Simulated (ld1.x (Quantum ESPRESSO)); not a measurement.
## Transferability test, TM potential for terbium (Tb)

ld1.x (Quantum ESPRESSO) 7.5 input, shortened:

```
&input
   title='Tb', zed=65., rel=1, dft='PZ', iswitch=3,
   config='[Xe] 4f9 5d0 6s2 6p0'
 /
 &inputp
   pseudotype=2, tm=.true., lloc=1,
   nlcc=.true., rcore=1.35
 /
4
6S  1  0   2.00   0.00  2.95  2.95  0.0
5D  3  2   0.00   0.00  2.90  2.90  0.0
4F  4  3   9.00   0.00  1.50  1.50  0.0
5P  2  1   6.00   0.00  1.80  1.80  0.0
 &test
   configts(1)='4f9 5p6 5d0 6s2 6p0'
 /
```

Energies are relative to the spin-unpolarised reference configuration 4f9 5p6 5d0 6s2 6p0; without spin polarisation the order of configurations can differ from experiment. Spin-polarised rows fill each open shell by Hund’s rule, majority spin first. Not all tests gave a result: 3 of 9 tests not solved or not reliable. Left out of the table: 4f8 5p6 5d1 6s1 6p0 (solver errors, printed error -2.8 eV); 4f9 5p6 5d0 6s1.5 6p0 (solver errors, printed error -3.1 meV); 4f9 5p6 5d0 6s2 6p0 (spin-polarised) (solver errors, printed error +5.8 eV). The frozen-core shift is the all-electron ΔE with the core orbitals held at their reference shape minus the fully relaxed ΔE.

```csv
valence configuration,charge,ΔE all-electron (eV),error AE − PS (meV),frozen-core shift (meV)
4f9 5p6 5d0 6s0 6p0,+2,18.108,-20,+9.9
4f8 5p6 5d0 6s0 6p0,+3,43.733,+122,+184
4f9 5p6 5d1 6s1 6p0,0,2.481,-8.3,+2.1
4f9 5p6 5d1 6s0 6p0,+1,8.341,-22,+5.0
```

Question: What are ΔE and the potential's error for 4f9 5p6 5d0 6s1 6p0?

Answer: ΔE = 6.377 eV all-electron; the error (AE − PS) is -10.0 meV.

Question: What are ΔE and the potential's error for 4f9 5p6 5d0 6s1 6p0 (spin-polarised)?

Answer: ΔE = 1.924 eV all-electron; the error (AE − PS) is +4335 meV.

These tests converged, but a pseudo level misses the all-electron one widely, so the file describes the atom poorly there or has found another state: 4f9 5p6 5d0 6s1 6p0: empty 6p by 3.9 eV; 4f9 5p6 5d1 6s0 6p0: empty 6p by 3.5 eV.

Note: ghost state, extra bound levels that the all-electron valence spectrum of the same l lacks: s at -9.1 eV. A true bound ghost makes a file unfit for plane-wave use.
